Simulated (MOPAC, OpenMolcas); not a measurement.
## AlBH2OF2 (SMILES O[B](F)[AlH][F]): methods side by side

The species is AlBH2OF2 (7 atoms), meant as a singlet with charge 0. SMILES: `O[B](F)[AlH][F]`. The coordinates come from a PBE0-D4/def2-TZVP relaxation. This is one conformer, not always the lowest.

```xyz
7

O     0.4623   -0.1665    1.7690
B     0.5118   -0.6756    0.5191
F     1.1708   -1.8248    0.3945
Al   -0.4115    0.3016   -1.1621
F    -1.1527    1.7131   -0.6978
H    -0.0199    0.6623    1.8250
H    -0.4996   -0.0782   -2.6933
```

Each level gives the dipole moment (D). The values are calculated.

```
                             level            kind     program  value (D)   CPU time
                              MNDO  semi-empirical       MOPAC       1.89  under 2 s
   HF/6-31G* (spherical functions)    Hartree–Fock  OpenMolcas       1.00      5.4 s
SVWN5/6-31G* (spherical functions)             LDA  OpenMolcas       0.71       12 s
  PBE/6-31G* (spherical functions)             GGA  OpenMolcas       0.68       19 s
M06-L/6-31G* (spherical functions)        meta-GGA  OpenMolcas       0.74       24 s
B3LYP/6-31G* (Cartesian functions)   global hybrid  OpenMolcas       0.71       20 s
```

The values span 0.68 to 1.89 D. Magnitudes only. Times are those of the runs behind each value, whatever else they computed, on shared processors of several kinds: orders of magnitude only.
